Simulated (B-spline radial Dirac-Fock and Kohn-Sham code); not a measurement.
# Electron momentum distribution of As¹²⁺: Compton profiles

System: the As¹²⁺ ion in the configuration [Ar] 3d3.

The computed values come from a radial atomic solver: the impulse approximation on Dirac-Fock orbitals of the configuration average with a finite nucleus. pz is in atomic units of momentum; subshell profiles are per electron, for a selection of subshells; open shells are spread over both j values by their weights.

```
 pz  J total   J 3p1/2   J 3p3/2   J 3d3/2   J 3d5/2
1.5    1.836     0.128     0.129    0.0936    0.0939
2.1    1.621     0.113     0.113    0.0914    0.0917
2.8    1.336    0.0864    0.0861    0.0849    0.0851
3.9   0.9309    0.0443    0.0433    0.0662    0.0662
5.2   0.6179    0.0152    0.0145    0.0413    0.0411
7.1   0.3889   0.00453   0.00454    0.0172    0.0170
9.6   0.2381   0.00398   0.00407   0.00495   0.00488
 13   0.1278   0.00268   0.00265  0.000978  0.000955
 18  0.05677  0.000934  0.000890  0.000119  0.000115
 24  0.02537  0.000245  0.000225  1.44e-05  1.37e-05
 32  0.01029  4.93e-05  4.33e-05  1.44e-06  1.34e-06
```

**Question.** What is the peak value J(0), and which subshell contributes most to it?

**Answer.** J(0) = 2.080. The 3p3/2 subshell gives the largest part, 26 %.

Mean momentum ⟨p⟩ by subshell (a.u.): 1s1/2 28.6, 2s1/2 9.79, 2p1/2 13.2, 2p3/2 12.9, 3s1/2 4.65, 3p1/2 5.51, 3p3/2 5.44, 3d3/2 6.37, 3d5/2 6.34.
